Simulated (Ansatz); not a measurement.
Frontier orbitals of `C[O][W]([F])(=[S])=[S]`.

```xyz
9

C    -0.337   -1.242    0.968
O    -0.535   -0.003    0.333
W     0.169    1.209   -0.841
F    -0.926    2.696   -1.003
S     0.408    0.244   -2.717
S     2.092    1.766   -0.134
H     0.590   -1.213    1.545
H    -0.280   -2.033    0.216
H    -1.181   -1.424    1.633
```

Charge 0, multiplicity 1. Correlated methods include outer-core shells of W, which these sets cover unevenly. W: def2 effective core potential. All single points use the PBE0-D4/def2-TZVP geometry. It is one conformer, not always the lowest. Basis def2-TZVPP, Ansatz.

```
functional  HOMO (eV)  LUMO (eV)  gap (eV)
       PBE      -6.14      -3.30      2.84
    r2SCAN      -6.42      -3.29      3.13
    B97M-V      -6.46      -3.24      3.22
      PBE0      -7.25      -2.63      4.62
   ωB97X-V      -9.35      -0.61      8.74
   ωB97M-V      -9.20      -0.61      8.59
```

A quarter of exact exchange (PBE0) shifts PBE's HOMO by −1.11 eV and its LUMO by +0.67 eV; full exchange at long range (ωB97M-V) shifts them by −3.06 and +2.70 eV. The gap opens from 2.84 to 8.59 eV, since occupied levels lose self-interaction and empty ones feel all the electrons.
